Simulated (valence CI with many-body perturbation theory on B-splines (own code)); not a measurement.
Values are calculated unless marked as measured or tabulated.
# Sensitivity of CI+MBPT for Mo¹⁰⁺

Level of theory: configuration interaction combined with many-body perturbation theory (CI+MBPT): four valence electrons over a frozen Dirac-Fock core [Ar] 3d10, a basis of 6 s, 6 p, 5 d, 3 f, 1 g functions for each j, with the one-electron correlation potential Σ1, the two-electron term Σ2, the three-electron term Σ3, Breit, model QED; selected CI, second order for the rest, scaled by the run's own slope (own B-spline code, finite nucleus).

No measured spectrum was set against this ion. As an estimate, levels hold to about 250 cm⁻¹ or 0.2 % of their energy and the worst to 1 %, as in measured heavy ions of charge 2 to 7; those with d or f electrons hold less well.

The reference run has the lowest level 4s2 4p2 3P_0 and an ionisation energy of 209.245 eV. Its largest variational space holds 9962 state functions.

Names give the largest LS component (configuration and term), which can be under half, so a name can repeat, a term be missing and a line seem to break the LS rules; names also repeat where a configuration has a term twice.

Changed runs:
A. hole-hole ladder in Σ2 on → off
B. scale of Σ1 1 → 0; Breit term on → off; QED terms on → off
C. cutoff of virtual states (hartree) 3528 → 1320
D. start configuration 4s2 4p2 → 4s2 5p2 (bad on purpose)

Excitation energies of the reference run in cm⁻¹, and shifts in cm⁻¹:

```csv
Level,Reference,A,B,C
4s2 4p2 3P_1,17583,-9.2,-52,-2.2
4s2 4p2 3P_2,27173,-0.9,-57,-2.6
4s2 4p2 1D_2,54854,+8.1,-140,-4.7
4s2 4p2 1S_0,85159,+55,-226,-4.6
4s 4p3 5S°_2,200635,-80,-519,+0.6
4s 4p3 3D°_1,250257,-23,-649,-0.5
4s 4p3 3D°_2,251265,-25,-644,-0.8
4s 4p3 3D°_3,258251,-30,-630,-1.8
4s 4p3 3P°_0,284017,+9.0,-744,-1.7
4s 4p3 3P°_1,286495,+4.9,-732,-2.1
4s 4p3 3P°_2,289425,-0.5,-736,-2.9
4s 4p3 1D°_2,320142,+3.1,-806,-5.8
Ionisation energy (eV),209.245,-0.011,-0.940,-0.0027
```

Run D: It gave no result: the start configuration must fill the lowest shells above the core. The program said: "5p is not the lowest shell of its kind above the core".
